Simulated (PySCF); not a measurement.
Gas-phase reaction: 3 GeHCl + 4 H₂ = Ge₃H₈ + 3 HCl

Computed with PySCF and rigid-rotor harmonic-oscillator thermochemistry at 1 bar. † marks an energy on the PBE0/def2-TZVP geometry and frequencies. MP2 and CCSD(T) freeze the core. All species are closed-shell singlets. B3LYP is the form with VWN-RPA correlation. Ge: all electrons, no relativistic terms. GeHCl: computed as isolated molecules; such fragments, hydroxides, amides, oligomers or adducts are transient or little studied in the gas. MP2 isn't extrapolated to the basis-set limit; its ΔH°(298 K) is -300.2 kJ in def2-SVP and -281.4 kJ in def2-TZVPP. CCSD(T) isn't extrapolated to the basis-set limit. The harmonic model lacks anharmonicity and excited electronic states, which grow with temperature; levels with a mode under 35 cm⁻¹ are left out. Internal rotation in Ge₃H₈ is treated as a harmonic vibration of one conformer, which makes the entropy rough.

| level | ΔE electronic, kJ | ΔH°(298 K), kJ | ΔS°(298 K), J/K | ΔG°(1000 K), kJ |
|---|---|---|---|---|
| B3LYP/def2-TZVP† | -192 | -152 | -368 | 221 |
| BLYP/def2-TZVP† | -132 | -92 | -368 | 281 |
| CCSD(T)/def2-SVP† | -311 | -271 | -368 | 102 |
| MP2/def2-TZVPP† | -321 | -281 | -368 | 92 |
| PBE0/def2-SVP† | -316 | -276 | -368 | 97 |
| LDA/def2-TZVP† | -364 | -324 | -368 | 49 |
| ωB97M-V/def2-TZVP† | -242 | -202 | -368 | 171 |
ΔH° is lowest at LDA/def2-TZVP† and highest at BLYP/def2-TZVP†. No reference value is set beside these.
